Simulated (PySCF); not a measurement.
A side-by-side comparison of computed properties.

First species: C6H11ClOSi.
Z-matrix (Å and degrees, PBE0-D3(BJ)/def2-SVP geometry), rows numbered from 1:
```
C 
C   1  1.3316
C   2  1.4972  1  124.60
C   3  1.5406  2  111.25  1  -105.49
Si  4  1.8731  3  109.25  2  -175.24
Cl  5  2.0851  4  107.68  3   -73.89
C   5  1.8730  4  104.24  3    40.58
C   7  1.5317  5  108.83  4   -39.64
O   8  1.4043  7  113.09  5    54.70
H   1  1.0929  2  121.49  3   177.82
H   1  1.0951  2  121.47  3    -2.05
H   2  1.0968  1  120.73  3  -178.42
H   3  1.1098  2  108.82  1    13.92
H   4  1.1010  3  110.36  2    61.41
H   4  1.1044  3  108.94  2   -56.42
H   5  1.4898  4  114.51  3   166.56
H   7  1.1018  5  111.54  4  -162.09
H   7  1.1038  5  108.60  4    79.57
H   8  1.1091  7  109.66  5   -68.78
H   8  1.1009  7  110.50  5   173.34
```

Second species: C6H11ClOSi.
InChI=1S/C6H11ClOSi/c7-6-1-4(2-6)5(3-6)8-9/h4-5H,1-3H2,9H3/t4-,5-,6-/m1/s1

Levels: CAM-B3LYP/def2-SVPD for HOMO energy, LUMO energy, HOMO–LUMO gap and static isotropic polarisability; TDDFT CAM-B3LYP/def2-SVPD for lowest singlet excitation; TDA CAM-B3LYP/def2-SVPD for lowest triplet excitation (Tamm–Dancoff); ΔSCF CAM-B3LYP/def2-SVPD for vertical ionisation energy. Geometries: PBE0-D3(BJ)/def2-SVP. Each structure is a single optimised conformer of the isolated species, non-relativistic unless stated; the electronic structure was computed with PySCF and density fitting.

(1) Which of the two has the higher T1 energy, and by how much?

(2) Which has the higher static isotropic polarisability?

(3) Which of the two has the higher HOMO–LUMO gap, and by how much?

(4) Which of the two has the higher HOMO energy, and by how much?

(5) Which has the higher vertical ionisation energy?

(6) Which has the higher LUMO energy?

(7) Which has the higher S1 energy?

Answers

(1) The second: 6.91 eV against 4.38 eV, a difference of 2.53 eV.

(2) The first: 111.7 au against 108.6 au, a difference of 3.1 au.

(3) The second: 10.47 eV against 10.00 eV, a difference of 0.47 eV.

(4) The first: -8.90 eV against -9.47 eV, a difference of 0.57 eV.

(5) The second: 10.16 eV against 9.52 eV, a difference of 0.64 eV.

(6) The first: 1.10 eV against 1.00 eV, a difference of 0.10 eV.

(7) The second: 7.23 eV against 7.02 eV, a difference of 0.21 eV.

On the first: The ΔSCF ionisation energy exceeds −ε(HOMO) by 0.62 eV with CAM-B3LYP. The polarisability is 16.55 Å³ as a volume (1 au = 0.148185 Å³), or 1.30 au for each of the 86 electrons.

On the second: The polarisability is 16.10 Å³ as a volume (1 au = 0.148185 Å³), or 1.26 au for each of the 86 electrons. The vertical singlet–triplet gap S1 − T1 is 0.32 eV (TDDFT singlet less Tamm–Dancoff triplet; S1: HOMO−1→LUMO, weight 0.50; T1: HOMO−1→LUMO, weight 0.41).
